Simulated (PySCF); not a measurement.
Geometries of 2 isomers of C2H10AlSb, from PBE0-D3(BJ)/def2-SVP geometry optimisation, gas phase, def2 core potentials past Kr (PySCF 2.14.0). One conformer each, no zero-point energy, no frequencies.

Task: Which is lower in electronic energy at this level?
A.
```xyz
14
angstrom
C     -2.870    0.275    0.295
Al    -1.283   -0.575   -0.509
Sb     0.903    0.461    0.948
C      2.783   -0.302    0.240
H     -2.859    1.373    0.197
H     -2.985    0.029    1.363
H     -3.784   -0.080   -0.212
H     -0.715   -0.045   -1.915
H     -0.899   -2.085   -0.112
H      1.119    0.142    2.607
H      1.317    2.111    1.039
H      2.758   -1.397    0.322
H      2.892   -0.025   -0.817
H      3.617    0.103    0.826
```
B.
```xyz
14
angstrom
C     -1.834    0.460   -0.561
C     -1.279   -0.532    0.459
Al     0.342   -1.532   -0.092
Sb     2.141    0.721   -0.196
H     -1.124    1.280   -0.771
H     -2.771    0.938   -0.228
H     -2.043   -0.024   -1.529
H     -2.044   -1.301    0.684
H     -1.099   -0.034    1.429
H      0.511   -1.937   -1.634
H      1.184   -2.344    1.003
H      1.546    2.277    0.150
H      3.489    0.835    0.834
H      2.975    1.178   -1.605
```

Result: A. That is `[AlH2-]([SbH2+][CH3])[CH3]`, 7.3 kcal/mol below the other.

```tsv
SMILES	atoms numbered as above	E (Eh)	relative (kcal/mol)	relative (kJ/mol)	dipole (D)
[CH3][AlH2-][SbH2+][CH3]	[CH3:1][AlH2-:2][SbH2+:3][CH3:4]	-564.53229	0.0	0.0	3.61
C[CH2][AlH2-][SbH3+]	[CH3:1][CH2:2][AlH2-:3][SbH3+:4]	-564.52066	7.3	30.5	2.93
```
